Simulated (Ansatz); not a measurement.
C$_{2}$H$_{3}$Cl$_{2}$Si (`[CH]=C[SiH](Cl)Cl`) radical from Hartree–Fock to CCSD(T)

```xyz
8

C    -0.3595   -1.7187   -0.1182
C    -0.6822   -0.4587   -0.0551
Si    0.6551    0.8121    0.0755
Cl    0.4038    1.8989    1.7909
Cl    0.5385    2.0967   -1.5130
H    -0.8203   -2.6937   -0.1956
H    -1.7280   -0.1324   -0.0775
H     1.9928    0.1958    0.0931
```

The species carries charge 0 and has multiplicity 2. The structure was optimised at the PBE0-D4/def2-TZVP level. It is one conformer, not always the lowest. Frozen core, unrestricted reference, Ansatz. CBS rows extrapolate triple and quadruple zeta; past MP2 they add the triple-zeta difference.

```json
{"basis": "def2-SVP", "HF (Eh)": "?", "MP2 corr.": "-0.57656", "CCSD corr.": "-0.63936", "(T)": "-0.01868", "CCSD(T) total": "?"}
{"basis": "def2-TZVPP", "HF (Eh)": "-1285.51626", "MP2 corr.": "-0.76617", "CCSD corr.": "-0.83205", "(T)": "?", "CCSD(T) total": "?"}
{"basis": "def2-QZVPP", "HF (Eh)": "?", "MP2 corr.": "-0.83435", "CCSD corr.": "–", "(T)": "–", "CCSD(T) total": "–"}
{"basis": "CBS(def2)", "HF (Eh)": "-1285.55923", "MP2 corr.": "?", "CCSD corr.": "-0.95075", "(T)": "as TZ", "CCSD(T) total": "?"}
```

Task: Fill in the withheld values. (Estimate.)

Result: Ansatz gave: def2-SVP HF (Eh): -1285.00615; def2-SVP CCSD(T) total: -1285.66419; def2-TZVPP (T): -0.03772; def2-TZVPP CCSD(T) total: -1286.38603; def2-QZVPP HF (Eh): -1285.55403; CBS(def2) MP2 corr.: -0.88486; CBS(def2) CCSD(T) total: -1286.54770.

The UHF reference is spin-contaminated (⟨S²⟩ = 0.92, T1 = 0.026).
